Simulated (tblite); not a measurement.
Species: C₄H₈O₂SSi.
Structure used (GFN2-xTB), in Å, numbered top down from 1:
```xyz
16
C4H8O2SSi angstrom
O     -2.8781    1.2550    0.7765
C     -1.8185    0.8202    0.4075
C     -0.8498    1.5922   -0.4757
O      0.4099    0.9810   -0.4906
C      0.3104   -0.4451   -0.5963
C      1.6996   -1.0174   -0.3974
S      2.3355   -0.6812    1.2751
Si    -1.0359   -0.9193    0.6932
H     -1.2866    1.6202   -1.4887
H     -0.7150    2.6181   -0.1266
H     -0.0116   -0.6973   -1.6227
H      1.6816   -2.1003   -0.5038
H      2.4051   -0.5889   -1.1104
H      2.1722    0.6346    1.1889
H     -0.5393   -1.0619    2.0518
H     -1.8870   -2.0008    0.2103
```

Calculated harmonic vibrations of the isolated species, GFN2-xTB (tblite), most abundant isotopes, no scaling. This tight-binding method is rough: wavenumbers can miss measured ones by several per cent, in bad cases by 10 to 20. Modes of hydrogen on silicon and sulfur can be 10 to 20 % off. One conformer, not necessarily the lowest.

Harmonic wavenumbers (cm⁻¹): 44.4, 87.2, 138.7, 203.3, 235.4, 288.1, 321.8, 364.2, 381.8, 442.5, 496.6, 549.3, 596.0, 612.8, 651.7, 669.6, 710.1, 740.8, 784.1, 856.8, 894.2, 1003.6, 1028.3, 1064.3, 1095.2, 1138.1, 1174.5, 1219.4, 1255.9, 1263.8, 1281.7, 1418.3, 1428.7, 1772.7, 2315.5, 2360.1, 2460.5, 2792.0, 2829.5, 2974.2, 2979.7, 3020.0.

A = 2785, B = 897.7, C = 819.3 MHz; mass 148.001 u (most abundant isotopes); point group C1, symmetry number 1.

Task: Zero-point energy?

Result: Half the sum of the wavenumbers: 23973 cm⁻¹ = 68.54 kcal/mol.

Task: Entropy at 350 K, 1 bar (ideal gas, RRHO, classical rotation)?

Result: Translation 41.71, rotation 29.92, vibration 30.86: S = 102.5 cal/(mol K).

Task: And Cp and H(350 K) − H(0)?

Result: Cp = 42.18 cal/(mol K), of which vibrations give 34.23 (their classical limit is 42 R = 83.5); H(350 K) − H(0) = 8.66 kcal/mol without the zero-point energy, 5.88 from vibrations.

Task: What must be added to the electronic energy to get the Gibbs energy at 350 K and 1 bar?

Result: ZPE + [H(350 K) − H(0)] − T·S = 68.54 + 8.66 − 35.87 = 41.33 kcal/mol.

Task: Which modes carry the vibrational entropy at 350 K?

Result: 44.4 cm⁻¹: 5.37; 87.2 cm⁻¹: 4.04; 138.7 cm⁻¹: 3.13; 203.3 cm⁻¹: 2.40; 235.4 cm⁻¹: 2.13; 288.1 cm⁻¹: 1.76 cal/(mol K); the other 36 give 12.03 together.

Task: Blend soft modes into free rotors: weight 1/[1 + (100 cm⁻¹/ν̃)⁴] for the oscillator and the rest for a rotor with moment μB/(μ + B), μ = h/(8π²ν), B = 10⁻⁴⁴ kg m². What vibrational entropy results?

Result: 28.72 cal/(mol K) in place of 30.86, which changes −T·S at 350 K by +0.75 kcal/mol.

Hindered rotation and anharmonicity are outside this model. Other conformers, if any are populated, would add a mixing term that is left out. The structure is chiral; the term R ln 2 for an equal mix with its mirror image is left out.
